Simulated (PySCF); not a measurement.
**AuCl3, triplet: molecular constants**

All numbers come from UB3LYP in PySCF with Au def2-SVP with ECP60, Cl def2-SVP; scalar-relativistic core potentials, no spin–orbit coupling; density-fitted integrals.

The structure is a minimum.

```json
{
  "Point group": "Cs",
  "Bond lengths": "Au–Cl 2.270 Å, Au–Cl 2.425 Å, Au–Cl 2.579 Å",
  "Bond angles": "Cl–Au–Cl 64.0°, Cl–Au–Cl 131.0°, Cl–Au–Cl 165.0°",
  "Lowest empty level (β)": "-6.35 eV",
  "Rotational symmetry number": "1",
  "Rotational constants": "0.1293, 0.03598, 0.02815 cm⁻¹",
  "Entropy at 298.15 K and 1 bar (electronic part: spin only)": "378.0 J/(mol K)",
  "Dipole moment": "0.70 D",
  "Heat capacity Cp at 298.15 K": "78.9 J/(mol K)",
  "Enthalpy at 298.15 K above 0 K": "19.34 kJ/mol",
  "Highest occupied level (α)": "-8.17 eV",
  "Principal polarisabilities": "35.8, 75.5, 136.4 bohr³",
  "Atomisation energy without zero-point energy": "521 kJ/mol",
  "Spin squared ⟨S²⟩": "2.006",
  "Zero-point energy": "6.8 kJ/mol",
  "Principal quadrupole moments (Buckingham, traceless) about the centre of mass": "-3.48, 0.38, 3.11 D Å"
}
```

Harmonic modes (masses in u: Au 196.967, Cl 34.969):
```csv
symmetry,ω (cm⁻¹),IR (km/mol),μ (u)
a',42,1.1,44.72
a'',92,0.6,46.69
a',144,0.9,37.74
a',190,0.1,38.41
a',307,5.0,35.61
a',364,18.0,41.39
```

Charges (e):
| atom | Mulliken | Löwdin | polar tensor | spin (Mulliken) | Mayer order to Au1 |
| --- | --- | --- | --- | --- | --- |
| Au1 | 0.30 | -0.31 | 0.49 | 0.33 | – |
| Cl2 | -0.06 | 0.11 | -0.12 | 0.79 | 0.50 |
| Cl3 | -0.16 | 0.08 | -0.27 | 0.28 | 1.04 |
| Cl4 | -0.07 | 0.12 | -0.10 | 0.60 | 0.57 |
Other Mayer orders above 0.3: Cl–Cl 0.50.

Mulliken populations on Au1 (electrons outside its core potential): s 2.84, p 6.31, d 9.54, f 0.01.

Formally Au is in oxidation state +3, d8, with 2 unpaired electrons (the high-spin count). The Mulliken spin on Au is 0.33, so most of the spin sits on the ligands and the formal count fails. The polar-tensor charge on Au, 0.49, is far below the formal one.

Other isomers or separated fragments may lie lower. Open d and f shells are described by one determinant, and the ground state may have another occupation or spin. At this level a singlet minimum of C2v symmetry lies 39 kJ/mol below this structure. Spin–orbit coupling, left out here, can matter for elements this heavy.

The final relaxation and frequency run took about 4 core-minutes on a shared host.
